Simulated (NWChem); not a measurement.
C5H5FSi; SMILES C#C[Si](C)(F)C#C

Program: NWChem. Medium grid unless said otherwise, to which SCAN and Minnesota functionals are sensitive. All runs use the structure optimised with B3LYP/6-31G* (spherical d). Hybrids' shares of exact exchange are those that their runs print; pure functionals count as 0. The functionals differ in more than this share.

| row | share of exact exchange | orbital gap (eV) |
|---|---|---|
| PBE/def2-SVP | 0.00 | 5.35 |
| LDA (Slater exchange, VWN5)/def2-SVP | 0.00 | 5.29 |
| B3LYP/def2-SVP | 0.20 | 7.07 |
| PW6B95/def2-SVP | 0.28 | 7.66 |
| M06-2X/def2-SVP | 0.54 | withheld |

Fit a straight line of the last column on the one before it, predict the withheld value, and compare with the run.


1. Means of the 4 shown rows: x = 0.120, y = 6.343. Slope Σ(x − x̄)(y − ȳ)/Σ(x − x̄)² = 0.5144/0.06080 = 8.461; intercept 5.327.
2. The shown rows scatter about the line by 0.038 (root mean square); the largest residual is +0.05, at B3LYP/def2-SVP.
3. At x = 0.54 (M06-2X/def2-SVP; beyond the shown range) the line gives 9.90.
4. The run gives 9.70, -0.20 from the line, 5.3 times the scatter.
